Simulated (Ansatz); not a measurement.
Consider the formal exchange of groups at the In–Cl bond: `[Cl][In]([Br])[Br]` + `NC(O)(F)F` → `[NH2][In]([Br])[Br]` + `OC(F)(F)Cl`.

Gas-phase electronic energies from Ansatz, PBE0-D4/def2-TZVP geometries. CBS: MP2 limit from def2 TZ/QZ plus the TZ coupled-cluster correction, frozen cores. DFT in def2-TZVPP. B3LYP here is the variant with VWN-RPA as its local correlation; programs differ in this. def2 core potentials past Kr. For Br, In outer-core shells are correlated without core-valence functions, which leaves a few kJ/mol of doubt a bond. Scalar relativity is left out up to krypton. Each species was taken in one conformer, which may not be the lowest.

| level | ΔE (kJ/mol) | difference from CCSD(T)/CBS |
| --- | --- | --- |
| LDA (SPW92) | 133.8 | -6.6 |
| BLYP-D4 | 132.8 | -7.6 |
| r2SCAN-D4 | 142.9 | 2.5 |
| B97M-V | 150.5 | 10.1 |
| CAM-B3LYP-D4 | 146.2 | 5.8 |
| B2PLYP | 142.9 | 2.5 |
| PBE | 133.3 | -7.1 |
| B3LYP | 144.4 | 4.0 |
| r2SCANh | 146.7 | 6.3 |
| r2SCAN0 | 152.0 | 11.6 |
| BHLYP | 158.7 | 18.3 |
| RPA@PBE/def2-TZVPP | 136.7 | -3.7 |
| MP2/def2-SVP | 162.3 | 21.9 |
| HF/def2-QZVPP | 175.9 | 35.5 |
| MP2/def2-QZVPP | 137.9 | -2.5 |
| CCSD/CBS(def2) | 145.6 | 5.2 |
| CCSD(T)/CBS | 140.4 | 0 |

(1) What do rigid-rotor, harmonic-oscillator terms from PBE0-D4/def2-TZVP frequencies (298.15 K, 1 bar) make of the CCSD(T)/CBS value? (Estimate.)

Largest T1 diagnostic among the species: 0.011.

Answers

(1) The calculation gave: ΔZPE = -7.1 kJ/mol, ΔH = +133.9 kJ/mol, ΔS = 8 J/(mol·K), ΔG = +131.7 kJ/mol.

At CCSD(T), def2-SVP lies +24.3 kJ/mol from the extrapolated value and def2-TZVPP +1.7 kJ/mol. From PBE to PBE0 (25 % exact exchange), in def2-TZVPP and without D4, ΔE moves by +12.8 kJ/mol.
